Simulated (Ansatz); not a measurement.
The cluster Be₂O₃, relaxed as a triplet with UKS PBE-D4/def2-TZVP in Ansatz, starting from the PBE-D4/def2-TZVP geometry of the neutral singlet. Force threshold 0.02 eV/Å.

The structure holds 1 bond(s) between oxygen atoms. The relaxation made no stability test and no search for a lower SCF solution. At PBE-D4/def2-TZVP a singlet of charge 0 lies 1.15 eV below the triplet, each at its own geometry. The structure comes from a short search, and lower isomers may exist.

Start:

```xyz
5

Be    0.060   -1.048    0.060
Be    0.448    0.779   -0.546
O     0.982   -0.520   -0.940
O    -0.896   -0.319    0.949
O    -0.594    1.108    0.476
```

```json
{"step": "1", "energy (eV)": "-6937.4631", "largest force component (eV/Å)": "4.426", "SCF passes": "22"}
{"step": "2", "energy (eV)": "-6937.9476", "largest force component (eV/Å)": "3.424", "SCF passes": "27"}
{"step": "3", "energy (eV)": "-6938.6326", "largest force component (eV/Å)": "0.869", "SCF passes": "28"}
{"step": "4", "energy (eV)": "-6938.6626", "largest force component (eV/Å)": "0.722", "SCF passes": "28"}
{"step": "5", "energy (eV)": "-6938.7058", "largest force component (eV/Å)": "0.226", "SCF passes": "23"}
{"step": "6", "energy (eV)": "-6938.7081", "largest force component (eV/Å)": "0.022", "SCF passes": "24"}
{"step": "7", "energy (eV)": "-6938.7081", "largest force component (eV/Å)": "0.001", "SCF passes": "16"}
```

Force components are those of the run's own axes.

End:

Cartesian coordinates in Å:
```
Be 0.063 -1.069 0.059
Be 0.458 0.793 -0.559
O 0.974 -0.516 -0.931
O -0.962 -0.612 1.050
O -0.534 1.404 0.381
```

Bonds lost: O4–O5 (atoms count from 1).

No frequencies were taken in this run, so the end may be a saddle point.

Run time 6 s (4 threads of Arm Neoverse V1 on a shared host).
